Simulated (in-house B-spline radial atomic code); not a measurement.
Checks on a self-consistent run for Rb VII (Rb6+), [Ar] 3d10 4s1 4p1 8g1. Level of theory: Dirac-Hartree-Fock, average of configuration, Fermi nucleus of rms radius 4.2036 fm; calculated with an all-electron radial atomic-structure program (B-spline basis).

```tsv
orbital	q	ε (Eh)	<1/r>	<r²>	small-component weight
1s1/2	2	-566.25475	37.882	0.00218579	0.018066
2s1/2	2	-81.52667	8.53301	0.0370134	0.0036365
2p1/2	2	-74.05417	8.46791	0.0284628	0.0036047
2p3/2	4	-71.80032	8.1605	0.0298623	0.0035127
3s1/2	2	-16.47726	2.8383	0.294	0.00090573
3p1/2	2	-13.73487	2.72252	0.300615	0.00085125
3p3/2	4	-13.37918	2.65251	0.311759	0.00082873
3d3/2	4	-8.60688	2.42596	0.318481	0.0007134
3d5/2	6	-8.54616	2.40728	0.322647	0.00070643
4s1/2	1	-4.80157	1.03917	1.85706	0.00020112
4p1/2	0.33333	-4.07686	0.953437	2.16262	0.0001763
4p3/2	0.66667	-4.02478	0.938143	2.21786	0.00017306
8g7/2	0.44444	-0.38438	0.11064	168.701	1.0431e-05
8g9/2	0.55556	-0.38438	0.110639	168.704	1.0431e-05
```

Electron-electron repulsion V_ee = 1026.2763 hartree.

Problem. What total energy follows from the eigenvalues?

Solution. The eigenvalues count the repulsion twice, so E = Σqε - V_ee = -1939.746 - 1026.276 = -2966.022 hartree; the run printed -2966.022.

Problem. Does the Dirac virial theorem hold?

Solution. For a point nucleus E = -2c²Σq·w, with w the small-component weight. Here Σq·w = 0.078971 and c = 137.0360, so the ratio E/(-2c²Σq·w) is 1.000018; the finite nucleus accounts for the departure from 1.

Problem. What diamagnetic shielding (Lamb formula) and susceptibility (Langevin formula) do the radii give?

Solution. σ = (α²/3)Σq<1/r> = 190.38/(3·137.036²) = 3379.3 ppm, and χ = -0.79199×10⁻⁶·Σq<r²> = -141.5×10⁻⁶ cm³/mol with Σq<r²> = 178.66 bohr². Both are non-relativistic formulas without the paramagnetism of open shells.
